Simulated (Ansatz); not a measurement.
Geometry optimisation, Ansatz 0.2.0, RKS PBE-D4/def2-SVP.

input.yaml

```yaml
crystal:
  periodic: [false, false, false]
  atoms:
    - { symbol: Ge, position_ang: [-0.075767, 0.23505, -0.082322] }
    - { symbol: H, position_ang: [-0.120532, 0.120303, 1.462636] }
    - { symbol: H, position_ang: [1.346287, 0.172471, -0.666687] }
    - { symbol: H, position_ang: [-0.841715, 1.500765, -0.547204] }
    - { symbol: Cl, position_ang: [-1.252773, -1.447863, -0.869242] }
    - { symbol: O, position_ang: [1.057497, -2.180141, 1.225299] }
    - { symbol: H, position_ang: [0.3813, -2.608549, 0.663553] }
    - { symbol: H, position_ang: [0.487003, -1.612937, 1.802166] }
basis:
  gaussian: { orbitals: def2-SVP }
hamiltonian:
  xc: pbe
  dispersion: d4
relax:
  f_tol: 0.03
  max_steps: 50
output:
  orbitals: {}
```

Launched with:

```bash
$ ansatz run input.yaml --threads 2 --pin off --max-ram 3072MiB --backend cpu --events-out ev --progress --plain --runs-dir out
```

Question: Where does it end, and by what steps?

Answer: The forces met the threshold. After 8 steps the energy has fallen by 0.103 eV; H8 moved furthest, 0.65 Å.

```
step  energy less start (eV)  largest force component (eV/Å)  accepted
   0                  0.0000                           0.529       yes
   1                 -0.0479                           0.444       yes
   2                 -0.0684                           0.429       yes
   3                 -0.0729                           0.446       yes
   4                 -0.0730                           1.074       yes
   5                 -0.0851                           0.241       yes
   6                 -0.1008                           0.165       yes
   7                 -0.1027                           0.070       yes
   8                 -0.1030                           0.015       yes
```

```xyz
8
Properties=species:S:1:pos:R:3
Ge -0.123 0.335 -0.087
H -0.260 0.488 1.443
H 1.321 0.136 -0.582
H -0.813 1.521 -0.811
Cl -1.311 -1.422 -0.703
O 1.117 -2.187 1.191
H 0.460 -2.476 0.524
H 0.590 -2.216 2.012
```

Whether the end is a true minimum wasn't checked by a vibrational analysis.

Run time: 6.8 s on 2 threads of Intel(R) Xeon(R) 6975P-C (Granite Rapids) (shared host), peak memory 0.15 GiB.
